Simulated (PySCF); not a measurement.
## Two-photon absorption: SMILES C12(C(Cl)=CC=C1)C=CC=C2, C₉H₇Cl

Cartesian coordinates in Å; atom numbers follow the order of the lines, from 1:
```xyz
17

Cl   -0.5633   -3.1297    1.3380
C     0.4065   -1.8158    0.8337
C     1.7308   -1.6485    1.0180
C     2.1145   -0.3714    0.4116
C     1.0344    0.2234   -0.1314
C    -0.1870   -0.6432    0.0813
C    -1.2939    0.0561    0.8385
C    -2.4141    0.0560    0.0928
C    -2.1512   -0.6270   -1.1795
C    -0.8714   -1.0420   -1.2071
H     2.3966   -2.3435    1.5290
H     3.1312    0.0249    0.4092
H     0.9881    1.1784   -0.6539
H    -1.1510    0.4746    1.8345
H    -3.3733    0.4903    0.3797
H    -2.8875   -0.7719   -1.9718
H    -0.3590   -1.5843   -2.0013
```

Computed with PySCF, TDDFT CAM-B3LYP/aug-cc-pVDZ excited states, vertical, gas phase. Geometry: PBE0-D3(BJ)/def2-SVP.

Question: Give the one- and two-photon strengths of the lowest singlets.

Answer: δ for parallel linear polarisation; σ at the peak of a Lorentzian of half width 0.1 eV, single beam; Ω is circular over linear.
```csv
state,E (eV),f,photon λ (nm),δ (au),σ (GM),Ω,main
S1,4.32,0.042,575,2.18,0.01,1.15,HOMO→LUMO 0.98
S2,4.39,0.015,564,0.96,0.01,1.50,HOMO→LUMO+1 0.97
S3,5.38,0.073,461,38,0.40,0.25,HOMO−1→LUMO 0.98
S4,5.41,0.026,459,2.37,0.03,1.50,"HOMO−1→LUMO+1 0.81, HOMO→LUMO+2 0.14"
S5,5.46,0.014,454,0.62,0.01,1.50,"HOMO→LUMO+2 0.74, HOMO−1→LUMO+1 0.15"
S6,5.77,0.000,430,85.1,1.04,1.50,"HOMO→LUMO+3 0.69, HOMO−1→LUMO+2 0.11"
```

Among these, the strongest one-photon state is S3, the strongest two-photon state S6, with a dipole change of 2.0 D (relaxed, norm of the difference vector).
